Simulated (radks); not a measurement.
Problem. All-electron atom: Te V in [Kr] 4d10 5p2 (not the ground configuration). Calculated with a radial shooting solver on a logarithmic mesh with Libxc functionals: scalar-relativistic Kohn-Sham, PBE, spin-polarised, spherical densities, finite nucleus; open shells are filled with parallel spins first (spin-orbit coupling, left out, can overturn this in heavy ions); Fermi nuclear charge, rms radius 4.7423 fm. Some entries of the table are withheld. Estimate them.

orbital  occ.  eigenvalue (hartree)  <r> (bohr)  r(max) (bohr)
1s up       1             -1163.995     0.02781        0.01794
1s down     1             -1163.992     0.02781        0.01794
2s up       1             -179.9461      0.1199         0.1014
2s down     1             -179.9448      0.1199         0.1014
2p up       3             -161.7183      0.1048        0.08123
2p down     3             -161.7157      0.1048        0.08123
3s up       1             -37.17483      0.3221         0.2926
3s down     1             -37.17199      0.3221         0.2926
3p up       3             -31.24858      0.3202         0.2862
3p down     3             -31.24533      0.3202         0.2863
3d up       5             -22.28676      0.2968         0.2379
3d down     5             -22.28372      0.2967         0.2379
4s up       1              -7.73105      0.7638         0.7008
4s down     1              -7.72315      0.7635         0.7009
4p up       3              -5.89208      0.8193         0.7376
4p down     3              -5.88299      0.8182         0.7377
4d up       5              -3.20646      0.9591         0.8090
4d down     5              -3.19025      0.9529         0.8084
5s up       0              -2.04898       1.856            (1)
5s down     0              -1.96873       1.840            (2)
5p up       2              -1.61052       2.107          1.921
5p down     0              -1.52250       2.091          1.907
5d up       0              -1.02419       2.742          2.478
4f up       0              -0.84058       2.182          1.806
6p up       0                   (3)       4.129          4.069

Solution. 
(1) 5s up r(max) (bohr): 1.699
(2) 5s down r(max) (bohr): 1.684
(3) 6p up eigenvalue (hartree): -0.74632
